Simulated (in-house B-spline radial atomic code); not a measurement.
Configurations of Sb⁶⁺, with energies counted from [Kr] 4d9. All numbers are computed (scalar-relativistic (X2C) B3LYP, spin-polarised, spherical fractional occupations, exact exchange averaged over the configuration; Fermi nucleus of rms radius 4.6802 fm) with an all-electron radial atomic-structure program (B-spline basis), not measured. Shells without spins written out take the highest spin.

Occupations are held fixed; configurations that lie above the ionisation limit could autoionise.

| configuration | E - E(ref) (eV) | highest orbital | its <r> (bohr) |
| --- | --- | --- | --- |
| [Kr] 4d8 5p1 | 48.038 | 5p up | 1.956 |
| [Kr] 4d8 4f1 | 64.948 | 4f up | 1.54 |
| [Ar] 3d10 4s2 4p5 4d9 5d1 | 139.25 | 5d up | 2.38 |
| [Ar] 3d10 4s2 4p5 4d9 5f1 | 157.98 | 5f up | 3.283 |

(1) Order these further configurations by energy, lowest first.
A. [Ar] 3d9 4s2 4p6 4d10
B. [Ar] 3d10 4s2 4p5 4d10
C. [Ar] 3d10 4s2 4p5 4d9 4f1
D. [Kr] 4d8 5s1
E. [Kr] 4d8 5d1

Answers

(1) D (34.747 eV), E (66.985 eV), B (71.754 eV), C (136.88 eV), A (498.84 eV).
